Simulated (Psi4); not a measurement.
Job for Psi4: SAPT0/jun-cc-pV(D+d)Z on BH5S (a complex), monomers drawn apart or pushed together.

```
memory 1800 MB

molecule dimer {
0 1
B    -0.44935254   -0.32521441    0.66950254
H     0.40567798   -0.88714144    0.03847326
H    -1.24783784   -1.05692590    1.19111274
H    -0.87943141    0.69035951    0.20214063
--
0 1
S     0.78769155    0.31991481    2.53928518
H    -0.04086562    1.16246930    3.18423907
H     1.55185780    1.32593213    2.07415126
units angstrom
symmetry c1
no_reorient
no_com
}

set {
  basis jun-cc-pV(D+d)Z
  scf_type df
  freeze_core true
}

energy('sapt0')
```

It printed:

```
[...]
==> Input File <==

--------------------------------------------------------------------------
memory 1800 MB

molecule dimer {
0 1
B    -0.44935254   -0.32521441    0.66950254
H     0.40567798   -0.88714144    0.03847326
H    -1.24783784   -1.05692590    1.19111274
H    -0.87943141    0.69035951    0.20214063
--
0 1
S     0.78769155    0.31991481    2.53928518
H    -0.04086562    1.16246930    3.18423907
H     1.55185780    1.32593213    2.07415126
units angstrom
symmetry c1
no_reorient
no_com
}

set {
  basis jun-cc-pV(D+d)Z
  scf_type df
  freeze_core true
}

energy('sapt0')
--------------------------------------------------------------------------


   => Loading Basis Set <=

    Name: JUN-CC-PV(D+D)Z
    Role: ORBITAL
    Keyword: BASIS
    atoms 1        entry B          line   154 file jun-cc-pv_dpd_z.gbs
    atoms 2-4, 6-7 entry H          line    60 file jun-cc-pv_dpd_z.gbs
    atoms 5        entry S          line   698 file jun-cc-pv_dpd_z.gbs

   => Loading Basis Set <=

    Name: JUN-CC-PV(D+D)Z
    Role: ORBITAL
    Keyword: BASIS
    atoms 1        entry B          line   154 file jun-cc-pv_dpd_z.gbs
    atoms 2-4, 6-7 entry H          line    60 file jun-cc-pv_dpd_z.gbs
    atoms 5        entry S          line   698 file jun-cc-pv_dpd_z.gbs


  //>>>>>>>>>>>>>>>>>>>>>>>>>>>>>>>>>>>//
  //              Dimer HF             //
  //<<<<<<<<<<<<<<<<<<<<<<<<<<<<<<<<<<<//

   => Libint2 <=

    Primary   basis highest AM E, G, H:  7, 6, 3
    Auxiliary basis highest AM E, G, H:  7, 7, 4
    Onebody   basis highest AM E, G, H:  -, -, -
    Solid Harmonics ordering:            Gaussian


   => Loading Basis Set <=

    Name: JUN-CC-PV(D+D)Z
    Role: ORBITAL
    Keyword: BASIS
    atoms 1        entry B          line   154 file jun-cc-pv_dpd_z.gbs
    atoms 2-4, 6-7 entry H          line    60 file jun-cc-pv_dpd_z.gbs
    atoms 5        entry S          line   698 file jun-cc-pv_dpd_z.gbs


         ---------------------------------------------------------
                                   SCF
               by Justin Turney, Rob Parrish, Andy Simmonett
                          and Daniel G. A. Smith
                              RHF Reference
                        1 Threads,   1716 MiB Core
         ---------------------------------------------------------

  ==> Geometry <==

    Molecular point group: c1
    Full point group: C1

    Geometry (in Angstrom), charge = 0, multiplicity = 1:

       Center              X                  Y                   Z               Mass
    ------------   -----------------  -----------------  -----------------  -----------------
         B           -0.449352540000    -0.325214410000     0.669502540000    11.009305360000
         H            0.405677980000    -0.887141440000     0.038473260000     1.007825032230
         H           -1.247837840000    -1.056925900000     1.191112740000     1.007825032230
         H           -0.879431410000     0.690359510000     0.202140630000     1.007825032230
         S            0.787691550000     0.319914810000     2.539285180000    31.972071174400
         H           -0.040865620000     1.162469300000     3.184239070000     1.007825032230
         H            1.551857800000     1.325932130000     2.074151260000     1.007825032230

  Running in c1 symmetry.

  Rotational constants: A =      1.10743  B =      0.06677  C =      0.06472 [cm^-1]
  Rotational constants: A =  33200.05504  B =   2001.68959  C =   1940.17108 [MHz]
  Nuclear repulsion =   50.094052113776662

  Charge       = 0
  Multiplicity = 1
  Electrons    = 26
  Nalpha       = 13
  Nbeta        = 13

  ==> Algorithm <==

  SCF Algorithm Type is DF.
  DIIS enabled.
  MOM disabled.
  Fractional occupation disabled.
  Guess Type is SAD.
  Energy threshold   = 1.00e-08
  Density threshold  = 1.00e-08
  Integral threshold = 1.00e-12

  ==> Primary Basis <==

  Basis Set: JUN-CC-PV(D+D)Z
    Blend: JUN-CC-PV(D+D)Z
    Number of shells: 34
    Number of basis functions: 70
    Number of Cartesian functions: 73
    Spherical Harmonics?: true
    Max angular momentum: 2

   => Loading Basis Set <=

    Name: (JUN-CC-PV(D+D)Z AUX)
    Role: JKFIT
    Keyword: DF_BASIS_SCF
    atoms 1        entry B          line    90 file jun-cc-pvdz-jkfit.gbs
    atoms 2-4, 6-7 entry H          line    70 file jun-cc-pvdz-jkfit.gbs
    atoms 5        entry S          line   666 file jun-cc-pvdz-jkfit.gbs

  ==> Integral Setup <==

  DFHelper Memory: AOs need 0.013 GiB; user supplied 1.257 GiB.
  SCF_SUBTYPE=INCORE selected. In-core MEM_DF algorithm will be used.
  Using in-core AOs.

  ==> MemDFJK: Density-Fitted J/K Matrices <==

    J tasked:                   Yes
    K tasked:                   Yes
    wK tasked:                   No
    OpenMP threads:               1
    Algorithm:                 Core
    Schwarz Cutoff:           1E-12
    Mask sparsity (%):       0.0000
    Fitting Condition:        1E-10

   => Auxiliary Basis Set <=

  Basis Set: (JUN-CC-PV(D
[...]
 4.987822
      67A      5.015203    68A      5.114413    69A      5.165692
      70A     12.357873

    Final Occupation by Irrep:
              A
    DOCC [     9 ]
    NA   [     9 ]
    NB   [     9 ]

  @DF-RHF Final Energy:  -398.70150531979613

   => Energetics <=

    Nuclear Repulsion Energy =             12.8500770842531331
    One-Electron Energy =                -576.3917350658730356
    Two-Electron Energy =                 164.8401526618237938
    Total Energy =                       -398.7015053197960697

Computation Completed


Properties will be evaluated at   0.000000,   0.000000,   0.000000 [a0]

Properties computed using the SCF density matrix


 Multipole Moments:

 ------------------------------------------------------------------------------------
     Multipole            Electronic (a.u.)      Nuclear  (a.u.)        Total (a.u.)
 ------------------------------------------------------------------------------------

 L = 1.  Multiply by 2.5417464519 to convert [e a0] to [Debye]
 Dipole X            :        -26.7006791           26.6717022           -0.0289769
 Dipole Y            :        -13.8906098           14.3752192            0.4846094
 Dipole Z            :        -86.6839892           86.7137743            0.0297851
 Magnitude           :                                                    0.4863878

 ------------------------------------------------------------------------------------

  Constructing Basis Sets for SAPT...

   => Loading Basis Set <=

    Name: (JUN-CC-PV(D+D)Z AUX)
    Role: RIFIT
    Keyword: DF_BASIS_SAPT
    atoms 1        entry B          line    56 file jun-cc-pvdz-ri.gbs
    atoms 2-4, 6-7 entry H          line    30 file jun-cc-pvdz-ri.gbs
    atoms 5        entry S          line   488 file jun-cc-pvdz-ri.gbs

   => Loading Basis Set <=

    Name: (JUN-CC-PV(D+D)Z AUX)
    Role: JKFIT
    Keyword: DF_BASIS_ELST
    atoms 1        entry B          line    90 file jun-cc-pvdz-jkfit.gbs
    atoms 2-4, 6-7 entry H          line    70 file jun-cc-pvdz-jkfit.gbs
    atoms 5        entry S          line   666 file jun-cc-pvdz-jkfit.gbs


  //>>>>>>>>>>>>>>>>>>>>>>>>>>>>>>>>>>>//
  //               SAPT0               //
  //<<<<<<<<<<<<<<<<<<<<<<<<<<<<<<<<<<<//



        SAPT0
    Ed Hohenstein
     6 June 2009

      Orbital Information
  --------------------------
    NSO        =        70
    NMO        =        70
    NRI        =       220
    NRI (Elst) =       315
    NOCC A     =         4
    NOCC B     =         9
    FOCC A     =         1
    FOCC B     =         5
    NVIR A     =        66
    NVIR B     =        61

    Elst10,r            =    -0.037172140509 [Eh]
    Exch10              =     0.058226019031 [Eh]
    Exch10 (S^2)        =     0.055995590952 [Eh]

    Maxiter = 50
    CPHF R converge = 1.000000E-08

    Iter     Energy [mEh]          dE [mEh]         Residual      Time [s]
       1      -6.55403313       6.554033131     1.084151e-02             0
       2      -7.79234116       1.238308026     1.283450e-03             0
       3      -7.78570071      -0.006640452     3.631932e-04             0
       4      -7.77521783      -0.010482871     1.200175e-04             0
       5      -7.78008739       0.004869552     2.499998e-05             0
       6      -7.77949289      -0.000594495     4.217343e-06             0
       7      -7.77955562       0.000062728     5.243315e-07             0
       8      -7.77955033      -0.000005287     5.319036e-08             0
       9      -7.77955070       0.000000372     5.027923e-09             0

    CHF Iterations converged

    Maxiter = 50
    CPHF R converge = 1.000000E-08

    Iter     Energy [mEh]          dE [mEh]         Residual      Time [s]
       1     -33.70041960      33.700419596     3.499048e-02             0
       2     -43.38909608       9.688676480     1.258108e-02             0
       3     -44.07770037       0.688604296     2.281084e-03             0
       4     -43.85300176      -0.224698608     2.838328e-04             0
       5     -43.86647772       0.013475955     5.952178e-05             0
       6     -43.86678182       0.000304102     1.534099e-05             0
       7     -43.86618197      -0.000599848     5.220196e-06             0
       8     -43.86631852       0.000136546     1.163594e-06             0
       9     -43.86630942      -0.000009096     2.759057e-07             0
      10     -43.86630389      -0.000005537     8.210513e-08             0
      11     -43.86630550       0.000001610     7.087206e-09             0

    CHF Iterations converged

    Ind20,r (A<-B)      =    -0.007779550705 [Eh]
    Ind20,r (B<-A)      =    -0.043866305495 [Eh]
    Ind20,r             =    -0.051645856200 [Eh]
    Exch-Ind20,r (A<-B) =     0.006422782415 [Eh]
    Exch-Ind20,r (B<-A) =     0.025890141149 [Eh]
    Exch-Ind20,r        =     0.032312923564 [Eh]
    Disp20              =    -0.013909845360 [Eh]
    Disp20 (SS)         =    -0.006954922680 [Eh]
    Disp20 (OS)         =    -0.006954922680 [Eh]
    Exch-Disp20         =     0.002535357346 [Eh]
    Exch-Disp20 (SS)    =     0.001430786365 [Eh]
    Exch-Disp20 (OS)    =     0.001104570981 [Eh]

    SAPT Results
  --------------------------------------------------------------------------------------------------------
    Electrostatics                -37.17214051 [mEh]     -23.32587033 [kcal/mol]     -97.59544146 [kJ/mol]
      Elst10,r                    -37.17214051 [mEh]     -23.32587033 [kcal/mol]     -97.59544146 [kJ/mol]

    Exchange                       58.22601903 [mEh]      36.53737856 [kcal/mol]     152.87239190 [kJ/mol]
      Exch10                       58.22601903 [mEh]      36.53737856 [kcal/mol]     152.87239190 [kJ/mol]
      Exch10(S^2)                  55.99559095 [mEh]      35.13776381 [kcal/mol]     147.01640379 [kJ/mol]

    Induction                     -35.94050269 [mEh]     -22.55300593 [kcal/mol]     -94.36177680 [kJ/mol]
      Ind20,r                     -51.64585620 [mEh]     -32.40826405 [kcal/mol]    -135.59617677 [kJ/mol]
      Exch-Ind20,r                 32.31292356 [mEh]      20.27666566 [kcal/mol]      84.83756913 [kJ/mol]
      delta HF,r (2)              -16.60757005 [mEh]     -10.42140754 [kcal/mol]     -43.60316915 [kJ/mol]

    Dispersion                    -11.37448801 [mEh]      -7.13759899 [kcal/mol]     -29.86371416 [kJ/mol]
      Disp20                      -13.90984536 [mEh]      -8.72855974 [kcal/mol]     -36.52029396 [kJ/mol]
      Exch-Disp20                   2.53535735 [mEh]       1.59096075 [kcal/mol]       6.65657980 [kJ/mol]
      Disp20 (SS)                  -6.95492268 [mEh]      -4.36427987 [kcal/mol]     -18.26014698 [kJ/mol]
      Disp20 (OS)                  -6.95492268 [mEh]      -4.36427987 [kcal/mol]     -18.26014698 [kJ/mol]
      Exch-Disp20 (SS)              1.43078637 [mEh]       0.89783200 [kcal/mol]       3.75652908 [kJ/mol]
      Exch-Disp20 (OS)              1.10457098 [mEh]       0.69312876 [kcal/mol]       2.90005071 [kJ/mol]

  Total HF                        -14.88662416 [mEh]      -9.34149769 [kcal/mol]     -39.08482635 [kJ/mol]
  Total SAPT0                     -26.26111218 [mEh]     -16.47909668 [kcal/mol]     -68.94854052 [kJ/mol]

  Special recipe for scaled SAPT0 (see Manual):
    Electrostatics sSAPT0         -37.17214051 [mEh]     -23.32587033 [kcal/mol]     -97.59544146 [kJ/mol]
    Exchange sSAPT0                58.22601903 [mEh]      36.53737856 [kcal/mol]     152.87239190 [kJ/mol]
    Induction sSAPT0              -31.92337168 [mEh]     -20.03221816 [kcal/mol]     -83.81480080 [kJ/mol]
    Dispersion sSAPT0             -11.05929330 [mEh]      -6.93981132 [kcal/mol]     -29.03617056 [kJ/mol]
  Total sSAPT0                    -21.92878646 [mEh]     -13.76052125 [kcal/mol]     -57.57402092 [kJ/mol]
  --------------------------------------------------------------------------------------------------------



*** Psi4 exiting successfully. Buy a developer a beer!
```

The run finished.

Cost: roughly 9 core-seconds.
